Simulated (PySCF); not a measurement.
HBF, SMILES [BH]F, doublet (B3LYP/def2-SVP optimised geometry):

```
3

B     -0.268    -0.556     0.000
F     -0.949     0.556     0.000
H      0.949    -0.556     0.000
```

Calculation: unrestricted B3LYP/def2-TZVP (PySCF 2.14.0).

Question: What are the frontier orbital energies (α orbitals alone; a β orbital can be the lowest empty one) and the dipole moment?

Answer: HOMO-2 -13.44 eV, HOMO-1 -11.95 eV, HOMO -5.95 eV, LUMO -1.68 eV, LUMO+1 1.23 eV; dipole moment 0.59 D.

Meta-Löwdin charges at B3LYP/def2-TZVP: B1 0.22, F2 -0.23, H3 0.01.
